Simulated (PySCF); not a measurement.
Computed IR spectrum (relative IR intensity) of a molecule C2H9ClOSi2. Geometry optimised at r2SCAN-D4/def2-SVP. Other conformers were not sampled. Level of theory: PySCF with r2SCAN-D4/def2-SVP. Frequencies are harmonic and unscaled.

Lines under 2 % of the strongest are left out, and lines within 2 cm⁻¹ are merged.

ν (cm⁻¹): 234 (vw), 288 (vw), 406 (w), 531 (m), 602 (w), 661 (m), 701 (m), 769 (m), 787 (s), 834 (s), 881 (m), 884 (m), 927 (m), 1132 (vs), 1199 (m), 1254 (w), 1431 (vw), 1465 (vw), 1475 (vw), 2187 (m), 2205 (m), 2214 (m), 2997 (m), 3086 (w), 3134 (w) (against the strongest line: vs over 80 %, s over 45 %, m over 15 %, w over 4 %, vw less)

**Question.** Pick the molecule that these values belong to.
(A) OCC[Si@H]([SiH3])Cl
(B) CO[Si@H](Cl)[SiH2]C
(C) C[SiH](C)O[SiH2]Cl
(D) C[Si@@H](CO)[SiH2]Cl

**Answer.** B, CO[Si@H](Cl)[SiH2]C
